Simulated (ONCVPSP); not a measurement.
Before and after: ONCV potential for gallium (Ga)

- Element: Ga (Z = 31)
- Generator: ONCVPSP 4.0.1
- Type: optimised norm-conserving Vanderbilt (ONCV)
- Functional: LDA (Perdew-Zunger)
- Relativity: scalar-relativistic
- Frozen core: [Ar]
- Valence charge: 13
- Reference configuration: 3d10 4s2 4p1
- Partial waves: 4s: rc 1.60 bohr, ncon 4, nbas 7, qcut 4.8 1/bohr, 2 projectors, debl 1.1 Ha; 4p: rc 2.25 bohr, ncon 3, nbas 6, qcut 3.9 1/bohr, 1 projector; 3d: rc 1.05 bohr, ncon 4, nbas 9, qcut 15.8 1/bohr, 2 projectors, debl 2.9 Ha
- Local potential: polynomial inside 0.95 bohr (lpopt 5, dvloc0 6 Ha)
- Core correction: none

Change: s: qcut 4.3; p: qcut 3.5; d: qcut 14.2.

Cutoffs: the cutoffs (Ha) at which the residual kinetic energy of the hardest occupied pseudo-wave falls to 1 and 0.1 mHa per electron; they do not see the model core or the augmentation charge, which bear on the density cutoff. Errors are all-electron minus pseudo energies relative to the spin-unpolarised reference configuration.

**Question.** What does the change do?

**Answer.** The potential gets softer (96 Ha and 107 Ha → 86 Ha and 94 Ha); both files keep a bound ghost (s); the errors of the 3 common tests hardly move.

```csv
quantity,base,changed
"cutoff, loose",96 Ha,86 Ha
"cutoff, tight",107 Ha,94 Ha
loose cutoff by channel,"s 7.6 Ha, p 2.7 Ha, d 96 Ha","s 7.4 Ha, p 2.5 Ha, d 86 Ha"
bound ghosts,s,s
GHOST(+) flags under 300 eV,s at 127.2 eV,s at 133.2 eV
tests with a reliable result,3 of 4,3 of 4
"error for 3d10 4s2 4p0, meV [ΔE 5.89 eV]",-1.2,-1.2
"error for 3d10 4s1 4p0, meV [ΔE 27.39 eV]",-6.0,-6.2
"error for 3d10 4s2 4p0.5, meV [ΔE 2.12 eV]",-0.1,-0.1
s: phases at 1.63 bohr within 0.05 rad from the reference energy up to (Ha; the scan ends near 5),3.6,3.8
p: phases at 2.29 bohr within 0.05 rad from the reference energy up to (Ha; the scan ends near 5),1.1,1.0
d: phases at 1.06 bohr within 0.05 rad from the reference energy up to (Ha; the scan ends near 5),to the end of the scan,to the end of the scan
```

 A true bound ghost makes a file unfit for plane-wave use even where its test errors are small: the radial tests pick states by their node count and pass the ghost by.
